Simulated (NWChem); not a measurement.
Basis-set convergence for H2FNSn

```xyz
5

Sn    -0.3795    -0.0277     0.0000
F      0.8166     1.5321     0.0000
N      1.1894    -1.3033     0.0000
H      2.1477    -0.9626     0.0000
H      1.1492    -2.3174     0.0000
```
Charge 0, spin multiplicity 1.

Program: NWChem. All single points use one geometry, from PBE0/def2-SVP with def2 effective core potentials on Sn, a minimum by its harmonic frequencies. It is one conformer; others weren't searched.

Quantity: dipole moment at the level PBE0.

Effective core potentials replace the inner electrons of Sn; spin-orbit coupling is left out. The structure started from a generated list of species.

Problem. In def2-QZVP the value is 2.96 D. Among def2-SVP, def2-SVPD, def2-TZVP, def2-TZVPP, def2-TZVPD, which is the smallest basis within 0.1 D of it?

Solution. def2-SVP, with 64 functions against 256 (also within reach: def2-TZVP, def2-TZVPP, def2-TZVPD). def2-QZVP isn't the basis-set limit itself, and a small set can land close by cancellation.

```csv
basis,functions,dipole moment (D)
def2-SVP,64,2.88
def2-SVPD,91,3.08
def2-TZVP,124,2.99
def2-TZVPP,140,2.98
def2-TZVPD,151,2.99
def2-QZVP,256,2.96
```
